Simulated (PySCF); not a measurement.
cadmium atom (Cd), singlet (core potentials on Cd); DF-M062X/def2-TZVPD (PySCF).

Here is a job for PySCF.
```python
from pyscf import gto, scf, dft
import numpy

mol = gto.M(
    atom='''
Cd    0.00000000    0.00000000    0.00000000
''',
    basis='def2-tzvpd',
    ecp={'Cd': 'def2-tzvpd'},
    verbose=4,
    cart=True,
)
print('smallest overlap eigenvalue', numpy.linalg.eigvalsh(mol.intor('int1e_ovlp'))[0])

mf = dft.RKS(mol)
mf.xc = 'm062x'
mf = mf.density_fit(auxbasis='def2-universal-jkfit')
mf.kernel()
```

The log (banner, timings and long lists left out):

```
PySCF version 2.14.0

[INPUT] verbose = 4
[INPUT] num. atoms = 1
[INPUT] num. electrons = 20
[INPUT] charge = 0
[INPUT] spin (= nelec alpha-beta = 2S) = 0
[INPUT] symmetry False subgroup None
[INPUT] Mole.unit = angstrom
[INPUT] Cartesian GTO integrals (6d 10f)
[INPUT] Symbol           X                Y                Z      unit          X                Y                Z       unit  Magmom
[INPUT]  1 Cd     0.000000000000   0.000000000000   0.000000000000 AA    0.000000000000   0.000000000000   0.000000000000 Bohr   0.0

nuclear repulsion = 0
number of shells = 14
number of NR pGTOs = 74
number of NR cGTOs = 46
basis = def2-tzvpd
ecp = {'Cd': 'def2-tzvpd'}
smallest overlap eigenvalue 9.742495914579317e-05

******** <class 'pyscf.df.df_jk.DFRKS'> ********
method = DFRKS
initial guess = minao
damping factor = 0
level_shift factor = 0
DIIS = <class 'pyscf.scf.diis.CDIIS'>
diis_start_cycle = 1
diis_space = 8
diis_damp = 0
SCF conv_tol = 1e-09
SCF conv_tol_grad = None
SCF max_cycles = 50
direct_scf = False
XC library pyscf.dft.libxc version 7.1.2
    S. Lehtola, C. Steigemann, M. J. T. Oliveira, and M. A. L. Marques,  SoftwareX 7, 1–5 (2018)
XC functionals = m062x
    Y. Zhao and D. G. Truhlar,  Theor. Chem. Acc. 120, 215 (2008)
    Y. Zhao and D. G. Truhlar,  Theor. Chem. Acc. 120, 215 (2008)
radial grids:
    Treutler-Ahlrichs [JCP 102, 346 (1995); DOI:10.1063/1.469408] (M4) radial grids

becke partition: Becke, JCP 88, 2547 (1988); DOI:10.1063/1.454033
pruning grids: <function nwchem_prune>
grids dens level: 3
symmetrized grids: False
atomic radii adjust function: <function treutler_atomic_radii_adjust>
small_rho_cutoff = 0
Set gradient conv threshold to 3.16228e-05
Initial guess from minao.
tot grids = 22392
******** <class 'pyscf.df.df.DF'> ********
auxbasis = def2-universal-jkfit
init E= -153.407429171468
  HOMO = -0.852571531511955  LUMO = -0.447306156215005  gap/eV = 11.02783
cycle= 1 E= -166.439544553149  delta_E=  -13  |g|= 3.36  |ddm|= 51.7
  HOMO = 0.0198989528295263  LUMO = 0.0504311097255186  gap/eV = 0.83082
cycle= 2 E= -165.713163291738  delta_E= 0.726  |g|= 4.17  |ddm|= 8.92
  HOMO = -0.268477066150143  LUMO = 0.00049105926319262  gap/eV = 7.31900
cycle= 3 E= -167.70290616748  delta_E= -1.99  |g|= 0.164  |ddm|= 4.02
  HOMO = -0.239776866170991  LUMO = 0.0112228911611889  gap/eV = 6.83005
cycle= 4 E= -167.710047621537  delta_E= -0.00714  |g|= 0.0242  |ddm|= 1.25
  HOMO = -0.247101177597239  LUMO = 0.00452414141583062  gap/eV = 6.84707
cycle= 5 E= -167.710213916711  delta_E= -0.000166  |g|= 0.00368  |ddm|= 1.19
  HOMO = -0.248867825767213  LUMO = 0.00285250920516781  gap/eV = 6.84966
cycle= 6 E= -167.71021732814  delta_E= -3.41e-06  |g|= 0.000275  |ddm|= 0.276
  HOMO = -0.248837631103011  LUMO = 0.00285182531593711  gap/eV = 6.84882
cycle= 7 E= -167.710217347708  delta_E= -1.96e-08  |g|= 1.88e-05  |ddm|= 0.00728
  HOMO = -0.248848329340546  LUMO = 0.0028418683381432  gap/eV = 6.84884
cycle= 8 E= -167.710217347775  delta_E= -6.76e-11  |g|= 9.33e-07  |ddm|= 0.000396
  HOMO = -0.24884810154836  LUMO = 0.00284202658944425  gap/eV = 6.84884
Extra cycle  E= -167.710217347776  delta_E= -2.56e-13  |g|= 8.87e-07  |ddm|= 2.85e-05
converged SCF energy = -167.710217347776
```
